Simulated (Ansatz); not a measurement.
Compare A (`[SiH3][SiH]1O[SiH2]1`) with its isomer B (`O[SiH]1[SiH2][SiH2]1`).

Computed with Ansatz on PBE0-D4/def2-TZVP structures; ΔE is electronic, products minus reactants. CCSD(T)/CBS adds triple-zeta CCSD(T) − MP2 to the extrapolated MP2 energy (def2 sets, frozen cores). DFT in def2-TZVPP. B3LYP here is the variant with VWN-RPA as its local correlation; programs differ in this. Each species was taken in one conformer, which may not be the lowest.

(1) Which isomer does CCSD(T)/CBS put lower? Give the gap. (An estimate is asked.)

(2) Give E(B) − E(A) in kcal/mol with B3LYP, B2PLYP, B3LYP-D4, CCSD/def2-TZVPP, BLYP-D4, PBE0-D4, MP2/def2-TZVPP. (Estimate.)

(3) Does the order hold for the free energy at 298.15 K (harmonic terms from PBE0-D4)? (Estimate.)

Largest T1 diagnostic: 0.015.

Results:

(1) Ansatz gave: A, by 11.6 kcal/mol.

(2) The calculation gave: B3LYP 12.8, B2PLYP 13.2, B3LYP-D4 12.5, CCSD/def2-TZVPP 12.2, BLYP-D4 13.0, PBE0-D4 7.8, MP2/def2-TZVPP 12.9. None reverses the order clearly.

(3) The calculation gave: Yes: G(B) − G(A) = +11.8 kcal/mol, for one conformer each.

In def2-TZVPP, CCSD(T) changes the Hartree–Fock value by −3.4 kcal/mol (the triples alone add −0.4 kcal/mol) and MP2 by −2.3 kcal/mol. At CCSD(T), def2-SVP lies −1.3 kcal/mol from the extrapolated value and def2-TZVPP +0.2 kcal/mol.
